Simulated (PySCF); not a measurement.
Hg⁷⁸⁺: ionisation energy

Hg⁷⁸⁺ 1s2 (1S) → Hg⁷⁹⁺ 1s1 (2S), as a difference of total energies. All numbers are calculated (PySCF 2.14, the spin-free X2C one-electron Hamiltonian (Gaussian nucleus), in an even-tempered Gaussian basis (16 s from 250 bohr⁻², ratio 2.2; 7 p from 380 bohr⁻², ratio 2.4; 4 d from 1100 bohr⁻², ratio 2.4; 3 f from 1700 bohr⁻², ratio 2.4; 3 g from 2600 bohr⁻², ratio 2.4)). Correlated levels: nothing frozen; virtual orbitals above 40 to 60 times the deepest correlated orbital energy dropped. The calculations carry no spin-orbit coupling.

| method | ionisation energy (eV) | difference from reference (eV) |
| --- | --- | --- |
| UHF | 94379.1 | +254.4 |
| LDA | 94279.3 | +154.6 |
| PBE | 94389.7 | +265.0 |
| PBE0 | 94387.3 | +262.6 |
| r2SCAN | 94393.3 | +268.6 |
| M06 | 94406.3 | +281.6 |
| revPBE | 94402.8 | +278.1 |
| MP2 (all electrons) | 94381.3 | +256.6 |
| SCS-MP2 (all electrons) | 94381.7 | +257.0 |

Reference: 94124.7 ± 0.3 eV (theoretical estimate listed by NIST; NIST Atomic Spectra Database, ionization energies).

For this ion Breit and QED terms and the two-electron picture change, all absent here, outweigh the differences among the correlated methods.
